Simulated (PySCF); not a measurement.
Species: C4H8F2Si.
Z-matrix (Å and degrees, PBE0-D3(BJ)/def2-SVP geometry), rows numbered from 1:
```
F 
C   1  1.3756
C   2  1.5247  1  111.32
Si  3  1.8981  2  103.63  1  -159.86
C   4  1.9275  3   94.15  2    13.31
F   5  1.3798  4  114.60  3   134.96
C   2  1.5240  1  110.17  3  -121.23
H   2  1.1070  1  106.88  3   119.83
H   3  1.1033  2  107.77  1   -44.96
H   3  1.0991  2  112.61  1    73.52
H   4  1.4910  3  113.09  2   129.62
H   4  1.4936  3  114.10  2  -103.98
H   5  1.1061  4  110.01  3  -103.67
H   7  1.1009  2  111.59  1   -60.72
H   7  1.1038  2  108.13  1    57.38
```

Level of theory: core-valence-separated Tamm–Dancoff BHandHLYP/aug-pcX-1 (pcseg-1 on H, def2-SVPD on Si) in PySCF, non-relativistic, gas phase, PBE0-D3(BJ)/def2-SVP geometry. BHandHLYP without relativity tends to put these K edges a few eV too low, so spacings mean more than positions.

Problem. What does the F 1s absorption edge look like?

Solution. 
```
E (eV)       f  core hole on  main final orbital
684.84  0.0290            F6              spread
685.41  0.0302            F1              spread
686.31  0.0033            F1       LUMO+1 (39 %)
686.32  0.0062            F6       LUMO+1 (45 %)
686.84  0.0023            F6         LUMO (37 %)
686.91  0.0014            F1       LUMO+1 (37 %)
687.15  0.0011            F6              spread
687.17  0.0027            F1       LUMO+3 (50 %)
687.53  0.0022            F6              spread
687.56  0.0028            F6       LUMO+3 (41 %)
687.57  0.0032            F1              spread
```

The first line with a tenth or more of the strongest one's intensity is at 684.84 eV (f = 0.029), with the hole on F6 (alkyl fluorine). The strongest listed is at 685.41 eV (f = 0.030; F1).

Problem. Give energies, oscillator strengths and core holes at the C K edge.

Solution. 
```json
{"E (eV)": "285.32", "f": "0.0113", "core hole on": "C3", "main final orbital": "LUMO (75 %)"}
{"E (eV)": "285.74", "f": "0.0358", "core hole on": "C3", "main final orbital": "spread (2 roots, f summed)"}
{"E (eV)": "285.91", "f": "0.0148", "core hole on": "C7", "main final orbital": "LUMO+1 (53 %)"}
{"E (eV)": "286.27", "f": "0.0312", "core hole on": "C5", "main final orbital": "spread"}
{"E (eV)": "286.28", "f": "0.0310", "core hole on": "C3 + C7", "main final orbital": "LUMO+4 (34 %)"}
{"E (eV)": "286.28", "f": "0.0205", "core hole on": "C3", "main final orbital": "LUMO+2 (38 %)"}
{"E (eV)": "286.50", "f": "0.0123", "core hole on": "C7", "main final orbital": "LUMO (45 %)"}
{"E (eV)": "286.70", "f": "0.0096", "core hole on": "C3", "main final orbital": "LUMO+3 (36 %)"}
{"E (eV)": "286.94", "f": "0.0013", "core hole on": "C7", "main final orbital": "LUMO+3 (48 %)"}
{"E (eV)": "287.09", "f": "0.0034", "core hole on": "C3", "main final orbital": "LUMO+5 (45 %)"}
{"E (eV)": "287.15", "f": "0.0116", "core hole on": "C7", "main final orbital": "LUMO+8 (30 %)"}
{"E (eV)": "287.34", "f": "0.0552", "core hole on": "C2", "main final orbital": "spread"}
{"E (eV)": "287.39", "f": "0.0046", "core hole on": "C3", "main final orbital": "spread"}
{"E (eV)": "287.47", "f": "0.0174", "core hole on": "C5", "main final orbital": "LUMO+1 (68 %)"}
{"E (eV)": "287.50", "f": "0.0013", "core hole on": "C7", "main final orbital": "LUMO+2 (52 %)"}
{"E (eV)": "287.71", "f": "0.0270", "core hole on": "C5", "main final orbital": "spread"}
{"E (eV)": "287.74", "f": "0.0016", "core hole on": "C3", "main final orbital": "LUMO+7 (36 %)"}
{"E (eV)": "287.78", "f": "0.0043", "core hole on": "C3", "main final orbital": "LUMO+3 (38 %)"}
```

The first line with a tenth or more of the strongest one's intensity is at 285.32 eV (f = 0.011), with the hole on C3 (sp3 carbon bound to silicon). The strongest listed is at 287.34 eV (f = 0.055; C2).

Roots within 0.03 eV whose holes lie on the same, on equivalent or on shared atoms are summed into one line, and the highest roots are left out, as the search may have cut off their partners. Final orbitals are the ground state's empty Kohn–Sham orbitals.

Problem. What length of transition dipole belongs to the line at 684.84 eV?

Solution. From f = (2/3) ΔE |μ|² in atomic units, with ΔE = 25.167 Eh and f = 0.0290: |μ| = 0.042 au = 0.11 D.

The ionisation thresholds weren't computed; near and above them a finite basis only mimics Rydberg series and continuum.

One conformer stands for the species.
